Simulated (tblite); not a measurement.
Start geometry of `FC[C@@H]1C=C[SiH2][SiH2]1` from a force field or distance geometry (Å):
```
atom  x, y, z in Å
F1    -1.8494    0.4701   -1.3632
C2    -2.0820    0.0839   -0.0882
C3    -0.7347   -0.1211    0.6523
C4     0.0577    1.1891    0.7020
C5     1.2772    1.3081    0.1659
Si6    2.0464   -0.1242   -0.7291
Si7    0.3137   -1.5431   -0.1372
H8    -2.6599   -0.8386   -0.1042
H9    -2.6759    0.8508    0.4070
H10   -0.9580   -0.4311    1.6840
H11   -0.3940    2.0274    1.2233
H12    1.8410    2.2291    0.2006
H13    3.3469   -0.4970   -0.1008
H14    2.1552    0.1299   -2.1901
H15    0.6956   -2.5165    0.9248
H16   -0.3876   -2.2077   -1.2585
```

What comes out of this run: GFN2-xTB geometry optimisation, gas phase in tblite?

```
atom  x, y, z in Å
F1    -1.776    0.298   -1.404
C2    -2.017    0.087   -0.065
C3    -0.711   -0.151    0.680
C4     0.069    1.133    0.731
C5     1.251    1.312    0.155
Si6    2.050   -0.132   -0.758
Si7    0.331   -1.547   -0.160
H8    -2.675   -0.785   -0.003
H9    -2.546    0.978    0.295
H10   -0.994   -0.421    1.702
H11   -0.425    1.944    1.261
H12    1.727    2.281    0.223
H13    3.377   -0.407   -0.187
H14    2.251    0.186   -2.175
H15    0.573   -2.567    0.873
H16   -0.492   -2.200   -1.179
```

The energy falls by 18.1 kJ/mol over 58 L-BFGS steps, the largest force on an atom goes from 1.38 to 0.008 eV/Å, and the atoms move by 0.113 Å rms after alignment. Among the bonds, C2–C3, C3–C4 and C5–Si6 change most and about equally (-0.029 to +0.030 Å). Bonds longer at the end by more than 0.005 Å: 4 of 16; shorter: 9. Among the angles that change most is H13–Si6–H14, from 113.1° to 106.9°. Among the dihedrals that turn most is H9–C2–C3–Si7, from 177° to -171°. Rotational constants go from 2585, 1391, 1179 to 2580, 1424, 1214 MHz. The orientation of the end geometry is arbitrary; only internal coordinates are fixed.

Its GFN2-xTB frequencies are all real (lowest 21 cm⁻¹). One conformer, not necessarily the lowest.

All values are computed, not measured.
